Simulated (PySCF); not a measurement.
# Tb: electron affinity

Tb⁻ [Xe] 4f9 6s2 6p1 [4f5/2^6 4f7/2^3 6p1/2^1, M_J = 7] → Tb [Xe] 4f9 6s2 [4f5/2^6 4f7/2^3, M_J = 15/2], as a difference of total energies. All numbers are calculated (PySCF 2.14, the two-component X2C-1e Hamiltonian, in x2c-SVPall-2c with one added diffuse shell each of s, p, d, f type (8s11p10d4f1g, 128 functions)). Correlated levels: [Ar] 3d10 frozen; the 16 highest virtual spinors dropped. "Screened" scales the spin-orbit matrix elements by Boettger's factors to mimic the two-electron term; Breit and QED terms are absent.

| method | electron affinity (eV) |
| --- | --- |
| GHF (screened spin-orbit) | -0.301 |
| GMP2 (screened spin-orbit) | -0.256 |

The configuration of this anion was assumed by filling the next shell in order. It is not the known or likely ground configuration (Ca⁻, Sr⁻ and Ba⁻, for instance, bind a p electron), so these values are not the electron affinity of the element.

The labels give the starting determinants; with spin-orbit coupling the two ends relaxed to ⟨J²⟩ = 58.70, ⟨L²⟩ = 22.82, ⟨S²⟩ = 11.79 and ⟨J²⟩ = 63.78, ⟨L²⟩ = 30.57, ⟨S²⟩ = 8.64.

A negative affinity means that the anion lies above the atom at that level of theory.

The determinant of Tb⁻ mixes levels of different J (the jj label is only the starting occupation), so the difference between spin-free and spin-orbit rows is not the physical spin-orbit shift.
